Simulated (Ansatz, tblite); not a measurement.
Forces on the cluster Cu2O2⁺ at its PBE-D4/def2-SVP geometry. The state is a doublet with charge 1.

The xTB rows come from tblite. The order of the spin states hangs on the level: the quartet lies 0.12 eV below the doublet at PBE0-D4/def2-TZVP, but 0.21 eV above it at PBE-D4/def2-TZVP. The doublet is doubtful at PBE0-D4/def2-TZVP (⟨S²⟩ 1.56, where a pure state has 0.75). Another isomer (doublet) lies 0.46 eV lower at PBE0-D4/def2-TZVP.

GFN1-xTB (tblite), largest force 2.35 eV/Å:

```xyz
4
positions Å, forces eV/Å
Cu   -0.149   -0.146    1.221    0.282    0.276   -2.315
Cu    0.149    0.146   -1.221   -0.283   -0.277    2.315
O    -1.288    0.338   -0.117    1.874   -0.492    0.170
O     1.288   -0.339    0.117   -1.874    0.493   -0.170
```

GFN2-xTB (tblite), largest force 2.15 eV/Å:

```
Cu -0.038 -0.038 0.312
Cu 0.038 0.037 -0.312
O 2.074 -0.545 0.188
O -2.074 0.546 -0.188
```

PBE-D4/def2-TZVP (Ansatz), largest force 0.45 eV/Å:

```
Cu 0.055 0.053 -0.448
Cu -0.054 -0.053 0.440
O 0.291 -0.076 0.030
O -0.292 0.077 -0.022
```
